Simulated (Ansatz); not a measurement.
I3, that is [II2]- with one electron fewer. The state is a doublet with charge 0. Geometry PBE-D4/def2-SVPD, that of the charge -1 singlet; atoms count from 1.

```csv
atom,x (Å),y (Å),z (Å)
I1,0.0001,0.0000,0.0000
I2,2.2788,1.8736,-0.5286
I3,-2.2789,-1.8735,0.5286
```

In the def2 sets I takes a core potential; there is no spin–orbit coupling.

(1) Estimate the Mulliken populations from the PBE0/def2-TZVPD orbitals of Ansatz.

(2) Where does the spin sit?

(3) And the Mayer bond orders between bonded heavy atoms (over 0.3)?

## Answers

(1) 
```
atom  charge (e)  spin (α − β)
  I1        0.34          0.29
  I2       -0.17          0.36
  I3       -0.17          0.36
```
Mulliken values and Mayer orders depend strongly on the basis. With diffuse functions, as here, like atoms can get unlike values, and bond orders can come out too low or too high.

(2) Summed by element: I 1.00, of 1 unpaired in all. Largest on single atoms: I3 0.36, I2 0.36, I1 0.29.

(3) I1–I2 0.75 (3.00 Å); I1–I3 0.75 (3.00 Å). Values over 0.3 also appear between atoms too far apart for a bond (I2–I3 0.47 at 5.99 Å); they arise where an orbital or an unpaired electron spreads over both atoms.
